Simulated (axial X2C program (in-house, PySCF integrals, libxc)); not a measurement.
Correcting the dissociation energy of PdS for spin–orbit coupling

A spin-free PBE0 curve (one-electron X2C) was computed with an axial X2C code built on PySCF integrals, basis Pd dyall-v3z [12s12p8d3f2g], S dyall-v3z [8s7p2d1f] (cores contracted in-house), for the state M_S = 1, Λ = 0 (beyond evenly filled blocks: π+α, π-α). It gives D0 = 2.673 eV to Pd + S, which in a spin-free picture are the weighted means of the ground terms.

Measured levels of the ground terms (NIST Handbook of Basic Atomic Spectroscopic Data), in cm⁻¹: Pd 1S: J = 0 at 0; S 3P: J = 2 at 0, J = 1 at 396.1, J = 0 at 573.6.

The molecular state has Λ = 0, so it has no first-order lowering.

Task: How far does each ground level lie under the (2J+1)-weighted mean of its term?

Result: Pd: a single level, 0; S: (5 × 0 + 3 × 396.1 + 1 × 573.6)/9 = 196 cm⁻¹.

Task: Correct D0.

Result: D0 = 2.673 + (0 − 196)/8065.5 = 2.649 eV at PBE0 with these spin–orbit terms.

Second-order spin–orbit effects in the molecule, which grow quickly with Z, are left out. One determinant describes the state; a PBE0 search over occupations chose it and may have missed a lower one. De is counted from the lowest determinant-based energies of the atoms at the same level, without counterpoise correction. PBE0 can misorder states that lie within some tenths of an eV, so this need not be the ground state of the molecule. The nearest other spin-free determinant of the search, M_S = 1, Λ = 1, lies 0.36 eV up at the distance of the search.
